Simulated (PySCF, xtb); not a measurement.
C3H7FSi2, SMILES C#C[SiH2][C@H](F)[SiH3]. One conformer was computed; it need not be the lowest.

Harmonic wavenumbers (cm⁻¹) from GFN2-xTB run with xtb at its own minimum, in rising order: 37, 78, 108, 163, 213, 242, 259, 294, 463, 492, 522, 547, 641, 657, 681, 685, 725, 758, 770, 780, 791, 822, 974, 1077, 1257, 2209, 2232, 2245, 2276, 2279, 2283, 2895, 3351.

Problem. What does PBE-D3(BJ)/def2-SVP (PySCF 2.14.0) give at its own minimum? (An estimate is asked for; the answer gives what the named calculation found.)

Solution. 43, 80, 136, 165, 221, 233, 247, 333, 486, 524, 597, 627, 668, 699, 701, 749, 792, 814, 876, 902, 907, 909, 986, 1037, 1233, 2083, 2169, 2178, 2182, 2183, 2186, 2959, 3389. Paired by order, the mean absolute difference is 53 cm⁻¹ and the zero-point energies are 48.3 and 49.0 kcal/mol.
